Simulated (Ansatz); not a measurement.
C$_{3}$HF$_{5}$O (`FC(F)C1(F)OC1(F)F`), 10 atoms. Charge 0, multiplicity 1. All runs use 3 threads of an AMD EPYC 7R13 on a shared host and a share of an NVIDIA H100 80 GB. Correlated methods freeze the cores. Open-shell runs search over several starts.

Task: How many basis functions does each run have, and how long does it take in Ansatz? RHF-CCSD(T)/def2-TZVPP energy; UKS r2SCAN-D4/def2-TZVPP energy of the cation; UKS B3LYP-D4/def2-TZVPP energy of the cation; RKS PBE0-D4/def2-TZVP frequencies; RKS BLYP-D4/def2-TZVPP energy; RKS B3LYP-D4/def2-TZVPP energy and forces; RKS r2SCAN0-D4/def2-TZVPP energy; UKS ωB97M-V/def2-TZVPP energy of the cation; RHF-CCSD(T)/def2-SVP energy; RHF-MP2/def2-QZVPP energy; RKS ωB97M-V/def2-SVP energy; UHF-CCSD(T)/def2-TZVPP energy of the cation. (An estimate is asked.)

Result: Ansatz gave: Other jobs shared the machine, so times are rough.

```json
{"level": "RKS BLYP-D4/def2-TZVPP", "job": "energy", "functions": "293", "wall time": "1.3 s", "peak host memory (GiB)": "0.82"}
{"level": "RHF-CCSD(T)/def2-SVP", "job": "energy", "functions": "131", "wall time": "1.7 s", "peak host memory (GiB)": "0.78"}
{"level": "RKS ωB97M-V/def2-SVP", "job": "energy", "functions": "131", "wall time": "1.9 s", "peak host memory (GiB)": "0.86"}
{"level": "RKS r2SCAN0-D4/def2-TZVPP", "job": "energy", "functions": "293", "wall time": "2.3 s", "peak host memory (GiB)": "0.87"}
{"level": "UKS B3LYP-D4/def2-TZVPP", "job": "energy of the cation", "functions": "293", "wall time": "2.7 s", "peak host memory (GiB)": "0.9"}
{"level": "RHF-MP2/def2-QZVPP", "job": "energy", "functions": "543", "wall time": "2.8 s", "peak host memory (GiB)": "1.2"}
{"level": "RKS B3LYP-D4/def2-TZVPP", "job": "energy and forces", "functions": "293", "wall time": "2.9 s", "peak host memory (GiB)": "0.9"}
{"level": "UKS r2SCAN-D4/def2-TZVPP", "job": "energy of the cation", "functions": "293", "wall time": "3 s", "peak host memory (GiB)": "0.94"}
{"level": "RHF-CCSD(T)/def2-TZVPP", "job": "energy", "functions": "293", "wall time": "6.5 s", "peak host memory (GiB)": "0.86"}
{"level": "UKS ωB97M-V/def2-TZVPP", "job": "energy of the cation", "functions": "293", "wall time": "7 s", "peak host memory (GiB)": "1.1"}
{"level": "RKS PBE0-D4/def2-TZVP", "job": "frequencies", "functions": "285", "wall time": "53 s", "peak host memory (GiB)": "0.94"}
{"level": "UHF-CCSD(T)/def2-TZVPP", "job": "energy of the cation", "functions": "293", "wall time": "78 s", "peak host memory (GiB)": "1.4"}
```

B3LYP here is the variant with VWN-RPA as its local correlation; programs differ in this.
